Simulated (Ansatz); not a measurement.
Reaction (formal exchange of groups at a Zn–B bond): `C[SiH2][BH][ZnH]` + `NCC1CO1` → `[ZnH][CH2]C1CO1` + `C[SiH2]BN`

Gas-phase electronic energies from Ansatz, PBE0-D4/def2-TZVP geometries. CCSD(T)/CBS is the MP2 limit (def2-TZVPP, def2-QZVPP) plus CCSD(T) − MP2 in def2-TZVPP, frozen cores. DFT in def2-TZVPP. B3LYP here is the variant with VWN-RPA as its local correlation; programs differ in this. For Zn outer-core shells are correlated without core-valence functions, which leaves a few kJ/mol of doubt a bond. Scalar relativity is left out up to krypton. Each species was taken in one conformer, which may not be the lowest.

```tsv
level	ΔE (kJ/mol)	difference from CCSD(T)/CBS
PBE-D4	-226.7	3.0
r2SCAN-D4	-233.2	-3.5
PBE0-D4	-225.1	4.6
B3LYP-D4	-228.4	1.3
ωB97X-V	-224.7	5.0
ωB97M-V	-232.1	-2.4
B2PLYP	-233.0	-3.3
PBE	-225.6	4.1
r2SCAN	-233.1	-3.4
PBE0	-224.3	5.4
B3LYP	-226.3	3.4
HF/def2-TZVPP	-209.9	19.8
MP2/def2-TZVPP	-243.0	-13.3
SCS-MP2/def2-TZVPP	-234.5	-4.8
CCSD/def2-TZVPP	-226.5	3.2
CCSD(T)/def2-TZVPP	-230.8	-1.1
HF/def2-QZVPP	-209.8	19.9
MP2/def2-QZVPP	-242.3	-12.6
SCS-MP2/def2-QZVPP	-233.7	-4.0
HF/CBS(def2)	-209.8	19.9
MP2/CBS(def2)	-241.9	-12.2
CCSD/CBS(def2)	-225.4	4.3
CCSD(T)/CBS	-229.7	0
```

Largest T1 diagnostic among the species: 0.014.

In def2-TZVPP, CCSD(T) changes the Hartree–Fock value by −21.0 kJ/mol (the triples alone add −4.4 kJ/mol) and MP2 by −33.1 kJ/mol.
